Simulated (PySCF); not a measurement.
H3O3Ti, charge +1, multiplicity 1.

```xyz
7

Ti     0.0000     0.0000    -0.2623
O     -1.3022     1.0282     0.1666
H     -1.7159     1.7958     0.5910
O      1.5416     0.6137     0.1666
H      2.4132     0.5882     0.5910
O     -0.2393    -1.6419     0.1666
H     -0.6972    -2.3839     0.5910
```
Charge +1, spin multiplicity 1.

The structure is a stationary point at PBE0-D3(BJ)/def2-SVP. The multiplicity is an assumed one; other spin states were not compared. The isomer is the one that the SMILES or the coordinates give; other isomers of the formula were not compared. Other conformers were not sampled.

All values below come from HF/pcSseg-1 (PySCF). Non-relativistic, no solvent.

Computed absolute GIAO shielding of each atom: isotropic value and principal components (ppm):
```csv
atom,σ(iso),σ11,σ22,σ33,span
Ti1,434.0,168.2,566.9,566.9,398.7
O2,-43.5,-424.5,-60.0,354.1,778.6
H3,25.0,17.7,21.6,35.7,18.0
O4,-43.5,-424.5,-60.0,354.1,778.6
H5,25.0,17.7,21.6,35.7,18.0
O6,-43.5,-424.5,-60.0,354.1,778.6
H7,25.0,17.7,21.6,35.7,18.0
```
